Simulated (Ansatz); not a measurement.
Frontier orbitals of `[F][Zr]([F])([I])[I]`.

Charge 0, multiplicity 1. Correlated methods include outer-core shells of I, Zr, which these sets cover unevenly. Zr, I takes the def2 core potential. Geometry: relaxed with PBE0-D4/def2-TZVP. Basis def2-TZVPP, Ansatz.

| functional | HOMO (eV) | LUMO (eV) |
| --- | --- | --- |
| r2SCAN | -7.31 | -3.20 |

(1) Give HOMO and LUMO (eV) with LDA (SPW92), PBE, revPBE, BLYP, B97M-V, PBE0, B3LYP, r2SCANh, r2SCAN0, HSE06 (plane-wave form), BHLYP, CAM-B3LYP, LC-ωPBE, ωB97X-V, ωB97M-V, HF. (Estimate.)

Answers

(1) The calculation gave: 
```json
{"functional": "LDA (SPW92)", "HOMO": "-7.19", "LUMO": "-3.54"}
{"functional": "PBE", "HOMO": "-7.00", "LUMO": "-3.30"}
{"functional": "revPBE", "HOMO": "-6.94", "LUMO": "-3.22"}
{"functional": "BLYP", "HOMO": "-6.81", "LUMO": "-3.16"}
{"functional": "B97M-V", "HOMO": "-7.26", "LUMO": "-3.10"}
{"functional": "PBE0", "HOMO": "-8.11", "LUMO": "-2.62"}
{"functional": "B3LYP", "HOMO": "-7.86", "LUMO": "-2.79"}
{"functional": "r2SCANh", "HOMO": "-7.72", "LUMO": "-2.95"}
{"functional": "r2SCAN0", "HOMO": "-8.32", "LUMO": "-2.56"}
{"functional": "HSE06 (plane-wave form)", "HOMO": "-7.73", "LUMO": "-2.99"}
{"functional": "BHLYP", "HOMO": "-9.04", "LUMO": "-1.76"}
{"functional": "CAM-B3LYP", "HOMO": "-9.29", "LUMO": "-1.60"}
{"functional": "LC-ωPBE", "HOMO": "-10.58", "LUMO": "-0.56"}
{"functional": "ωB97X-V", "HOMO": "-10.25", "LUMO": "-0.61"}
{"functional": "ωB97M-V", "HOMO": "-10.13", "LUMO": "-0.70"}
{"functional": "HF", "HOMO": "-10.53", "LUMO": "0.69"}
```

B3LYP here is the variant with VWN-RPA as its local correlation; programs differ in this. LC-ωPBE has ω = 0.4 bohr⁻¹.
